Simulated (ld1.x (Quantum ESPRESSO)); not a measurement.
**Configuration tests for rhodium (Rh) (RRKJ)**

ld1.x (Quantum ESPRESSO) 7.5 input, shortened:

```
&input
   title='Rh', zed=45., rel=1, dft='PBESOL', iswitch=3,
   config='[Kr] 4d8 5s1 5p0'
 /
 &inputp
   pseudotype=2, tm=.false., rho0=0.005, lloc=1,
   nlcc=.true.
 /
3
5S  1  0   1.00   0.00  2.70  2.70  0.0
4D  3  2   8.00   0.00  1.58  1.58  0.0
5P  2  1   0.00   0.00  4.20  4.20  0.0
 &test
   configts(1)='4d8 5s1 5p0'
 /
```

Energies are relative to the spin-unpolarised reference configuration 4d8 5s1 5p0; without spin polarisation the order of configurations can differ from experiment.

```csv
valence configuration,charge,ΔE all-electron (eV),error AE − PS (meV)
4d7 5s0 5p0,+2,26.971,-227
4d6 5s0 5p0,+3,59.464,-1011
4d8.5 5s0.5 5p0,0,-0.629,-28
4d8 5s0.5 5p0,+0.5,2.928,-0.1
4d8 5s0 5p1,0,3.665,+1.1
```

Question: What are ΔE and the potential's error for 4d8 5s0 5p0?

Answer: ΔE = 7.462 eV all-electron; the error (AE − PS) is -13 meV.

Question: What are ΔE and the potential's error for 4d7 5s2 5p0?

Answer: ΔE = 2.452 eV all-electron; the error (AE − PS) is +13 meV.

Levels in the configuration 4d8 5s0 5p0:

```tsv
level	all-electron (eV)	pseudo (eV)
4d	-13.587	-13.586
```

These tests converged, but a pseudo level misses the all-electron one widely, so the file describes the atom poorly there or has found another state: 4d6 5s0 5p0: empty 5s by 6.2 eV.
